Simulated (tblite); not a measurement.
Problem. What does the GFN2-xTB structure of `C=P1(CC)C=CCC=C1` look like in three dimensions?

Solution. 
Z-matrix in Å and degrees, rows numbered from 1:
```
C 
P   1  1.7072
C   2  1.8332  1  108.00
C   3  1.5211  2  113.47  1  -170.58
C   2  1.7927  1  108.19  3  -115.01
C   5  1.3265  2  124.37  1  -123.92
C   6  1.4929  5  126.76  2    -3.64
C   7  1.4932  6  116.94  5    -4.27
C   8  1.3297  7  125.84  6    -1.40
H   1  1.0891  2  111.12  3   179.39
H   1  1.0893  2  111.14  3   -56.19
H   3  1.0945  2  107.05  1    66.64
H   3  1.0940  2  105.65  1   -47.82
H   4  1.0886  3  110.51  2    59.92
H   4  1.0884  3  110.61  2   -59.79
H   4  1.0888  3  110.42  2  -179.96
H   5  1.0842  2  114.05  1    50.53
H   6  1.0859  5  119.39  2   176.36
H   7  1.0985  6  108.14  5   118.80
H   7  1.0981  6  108.45  5  -127.30
H   8  1.0851  7  114.16  6  -178.36
H   9  1.0865  2  114.82  1   -60.35
```

Of the pairs four or more bonds apart, C9···H15 is among the closest relative to their van der Waals radii: 2.73 Å, 94 % of the sum of Bondi's values. P2 (phosphorus bonded to 4 C) has angles from 100.0° to 128.5°. The 6-membered ring P2–C5–C6–C7–C8–C9 has internal angles of 100.0° to 126.8°; it is puckered, 0.07 Å rms from its mean plane, widest ring torsion 17°. The C–P distances run from 1.707 Å (C1=P2, drawn double) to 1.833 Å (P2–C3, drawn single), a spread of 0.126 Å.

Computed geometry: GFN2-xTB, gas phase.

Point group: C1 (no symmetry element, even within 0.4 Å). Its GFN2-xTB frequencies are all real (lowest 44 cm⁻¹). The numbers are those of one conformer (C1–P2–C3–C4 -171°, C1–P2–C5–C6 -124°, C5–C6–C7–C8 -4°, C6–C7–C8–C9 -1°, C1–P2–C9–C8 106°). 2 starts were optimised and ended at 0.00 and 0.03 kcal/mol (GFN2-xTB); the lowest of these is shown.
